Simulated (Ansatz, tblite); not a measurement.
Forces on the cluster B₆Pt⁺ at its r2SCAN-D4/def2-SVP geometry. The state is a doublet with charge 1.

In the def2 sets Pt takes a core potential; there is no spin–orbit coupling. The xTB rows come from tblite. Another isomer (doublet) lies 1.86 eV lower at PBE0-D4/def2-TZVP; other spin states weren't run for this one.

GFN1-xTB (tblite), largest force 1.88 eV/Å:

```xyz
7
positions Å, forces eV/Å
Pt   -1.408    0.862   -1.153   -1.563   -0.674   -0.789
B    -0.232   -0.645    1.297   -0.014    0.247   -0.696
B    -0.509    0.869    0.771    0.091   -0.403    0.791
B     0.458   -1.993    0.890    0.098    1.354   -0.345
B     0.643    0.324   -1.045    0.611   -0.648   -0.028
B     0.217    1.731   -0.382    1.313   -0.369    0.944
B     0.831   -1.148   -0.378   -0.535    0.493    0.124
```

GFN2-xTB (tblite), largest force 2.47 eV/Å:

```
Pt -0.535 -0.189 -0.283
B 0.387 -0.059 -0.752
B 0.831 -0.729 -0.460
B -0.284 2.295 -0.869
B -0.195 -0.243 1.157
B 0.270 -1.424 0.599
B -0.476 0.349 0.607
```

PBE-D4/def2-TZVP (Ansatz), largest force 0.73 eV/Å:

```
Pt -0.067 0.029 -0.051
B -0.007 -0.013 -0.014
B 0.098 -0.239 0.217
B -0.099 0.673 -0.265
B 0.169 -0.272 0.106
B -0.075 -0.170 0.003
B -0.018 -0.008 0.004
```
